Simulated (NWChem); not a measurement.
bromine monochloride (BrCl); SMILES ClBr

```xyz
2

Cl     0.0000     0.0000     1.4518
Br     0.0000     0.0000    -0.7127
```
Atoms are numbered in this order, from 1.

Computed with NWChem. Geometry optimised at PBE0/def2-SVP; all other runs use it. This build's default masses of Se (78.918 u) and Br (79.917 u) are each other's, which moves their modes by up to 0.6 %.

```tsv
quantity	level	value
−ε(HOMO) (eV)	PBE/def2-SVP	?
anisotropy (bohr³), static	PBE0/def2-SVPD	?
solvation free energy (kcal/mol) in n-hexane	PBE0/def2-SVP, SMD	-3.1
vertical, lowest excitation, singlet (eV)	PBE0/def2-SVPD, TDA	?
dipole (D)	PBE0/def2-SVP	0.55
highest harmonic frequency (cm⁻¹)	PBE0/def2-SVP	434
```

Some entries are withheld; supply them.


- −ε(HOMO) (eV), value: 6.82
- anisotropy (bohr³), static, value: 20.4
- vertical, lowest excitation, singlet (eV), value: 3.03
